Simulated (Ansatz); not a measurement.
Stretching the B1–I4 bond in BFHI (SMILES FBI) (multiplicity 1 held, fragments rigid). Energies count from the point at 2.136 Å.
Geometry at that point (charge 0, multiplicity 1):
```xyz
4

B     -0.24475    -1.33346     0.80642
F      0.79230    -1.74376     1.49668
H     -1.26010    -1.94583     0.81786
I     -0.08768     0.45862    -0.34566
```

Signs of static correlation in def2-SVP, with CASSCF(6,4), from Ansatz (a program for electronic structure) runs.

```csv
R (Å),T1 of restricted CCSD,⟨S²⟩ of UHF,largest double amplitude of restricted CCSD,weight of the CASSCF reference in MRCISD,CASSCF natural occupations
1.709,0.013,0.000,0.050,0.905,2.00 2.00 1.99 0.02
1.923,0.014,0.000,0.041,0.904,2.00 2.00 1.98 0.02
2.136,0.015,0.000,0.053,0.904,2.00 2.00 1.97 0.03
2.350,0.016,0.000,0.080,0.904,2.00 2.00 1.96 0.04
2.563,0.017,0.000,0.111,0.904,2.00 2.00 1.94 0.06
2.884,0.019,0.224,0.164,0.905,2.00 2.00 1.89 0.11
3.204,0.025,0.660,0.227,0.905,2.00 2.00 1.80 0.20
3.738,0.045,0.921,0.370,0.906,2.00 2.00 1.56 0.44
4.272,…,0.987,0.563,0.907,2.00 2.00 1.31 0.69
4.913,0.100,1.005,…,0.907,2.00 2.00 1.13 0.87
5.768,0.115,1.008,0.953,0.907,2.00 2.00 1.04 0.96
6.836,0.117,1.008,1.010,0.907,2.00 2.00 1.01 0.99
```

Problem. Fill in the missing entries.

Solution. 
- 4.272, T1 of restricted CCSD: 0.072
- 4.913, largest double amplitude of restricted CCSD: 0.788

Doubts at one or more of the structures used: active orbitals that take no part (SC-NEVPT2 on CASSCF(6,4)/def2-SVP); a restricted determinant that unrestricted orbitals would lower (R-CCSD(T)/def2-SVP); other coupled-cluster roots lie near (R-CCSD(T)/def2-SVP); T1 above 0.05 (R-CCSD(T)/def2-SVP, U-CCSD(T)/def2-SVP); a spin-contaminated determinant (U-CCSD(T)/def2-SVP).
